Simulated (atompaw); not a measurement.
## Ta PAW (atompaw): all-electron and pseudo phase curves

```json
{
  "Element": "Ta",
  "Generator": "atompaw 4.2.0.5",
  "Type": "PAW",
  "Functional": "PBE",
  "Relativity": "scalar-relativistic",
  "Frozen core": "[Xe] 4f14",
  "Valence charge": "5",
  "Reference configuration": "5d3 6s2 6p0",
  "Partial waves": "6s (bound): rc 3.00 bohr; 6s channel at 1.8 Ry: rc 3.00 bohr; 6p (bound, empty): rc 2.85 bohr; 6p channel at 0.75 Ry: rc 2.85 bohr; 5d (bound): rc 1.70 bohr; 5d channel at 2.55 Ry: rc 1.70 bohr",
  "Local potential": "troulliermartins scheme with l = 3 at 1 Ry, radius 2.55 bohr",
  "Core correction": "smooth core density matched at 1.65 bohr",
  "Augmentation charge": "besselshape compensation charge, radius 2.65 bohr; PAW radius 3.00 bohr; waves and projectors: custom polynom2 7 10 vanderbiltortho"
}
```

The phase is arctan(r·u′/u) with u = r·R(r), unwrapped; energies in Ry, scanned from -2 to 5 Ry. A pole is an energy at which the radial function vanishes at the test radius. The pseudo phase is shifted by a multiple of π to meet the all-electron one at the reference energy, and phase errors are pseudo minus all-electron; the curves can meet again beyond the range given. Levels narrower than the energy grid can be missing from the lists of poles.

A narrow feature of the pseudo curve, probably an extra level, lies near 0.20 Ry in the s channel; the grid steps over it, so the window and error are not given (n/a).

| channel | radius (bohr) | reference energy (Ry) | poles, all-electron | poles, pseudo | unbroken range about the reference energy with phases within 0.05 rad | phase error 1 Ry above the reference energy (rad) |
| --- | --- | --- | --- | --- | --- | --- |
| s | 3.02 | -0.40 | 1.16 | 1.17 | n/a | n/a |
| p | 3.02 | -0.10 | 2.45 | 2.54 | below 4.4 | +0.000 |
| d | 3.02 | -0.26 | 0.13, 4.76 | 0.13, 4.80 | the whole range | +0.001 |

Phases in the p channel:

```
E (Ry)  all-electron  pseudo
 -2.00         1.331   1.318
 -1.76         1.309   1.299
 -1.52         1.283   1.276
 -1.28         1.252   1.246
 -1.04         1.211   1.207
 -0.80         1.156   1.153
 -0.56         1.075   1.073
 -0.32         0.946   0.945
 -0.08         0.716   0.716
  0.16         0.278   0.273
  0.40        -0.374  -0.369
  0.64        -0.876  -0.876
  0.88        -1.144  -1.143
  1.12        -1.291  -1.290
  1.36        -1.382  -1.380
  1.60        -1.444  -1.441
  1.84        -1.490  -1.486
  2.08        -1.526  -1.520
  2.32        -1.556  -1.548
  2.56        -1.582  -1.573
  2.80        -1.605  -1.594
  3.04        -1.628  -1.614
  3.28        -1.650  -1.633
  3.52        -1.674  -1.653
  3.76        -1.699  -1.674
  4.00        -1.728  -1.697
  4.24        -1.764  -1.724
  4.48        -1.809  -1.758
  4.72        -1.871  -1.804
  4.96        -1.966  -1.873
```
